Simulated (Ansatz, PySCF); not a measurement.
Breaking a bond: SiAl (cation, charge +1), lowest singlet found (which spin is the ground state isn't settled by this scan).

Computed with: UHF/3-21G = unrestricted Hartree-Fock/3-21G run with PySCF; FCI = full CI/aug-cc-pVDZ, frozen core (Ansatz, a program for electronic structure); RKS-CAM-B3LYP = restricted CAM-B3LYP/aug-cc-pVDZ (Ansatz).

Total energies in hartree (comparable only within one method and basis):

```csv
R / Å,UHF/3-21G,FCI,RKS-CAM-B3LYP
2.94,-527.69372,-530.63369,-531.52663
3.16,-527.69467,-530.63475,-531.52768
3.40,-527.69383,-530.63255,-531.52519
3.71,-527.69128,-530.62721,-531.51940
4.13,-527.68690,-530.61878,-531.51052
4.58,-527.68242,-530.61057,-531.50194
5.08,-527.67862,-530.60361,-531.49439
5.80,-527.67554,-530.59762,-531.48701
6.74,-527.67400,-530.59418,-531.48172
7.96,-527.67336,-530.59251,-531.47869
```

The scan ran from 1.65 to 7.96 Å; beyond the distances shown full CI changes its symmetry label. The unrestricted determinant behind UHF/3-21G is spin-contaminated at 2.94 to 7.96 Å (<S²> up to 1.1, against 0.00 for a pure singlet). The restricted form behind RKS-CAM-B3LYP keeps the bonding electrons paired and can't separate into open-shell fragments.
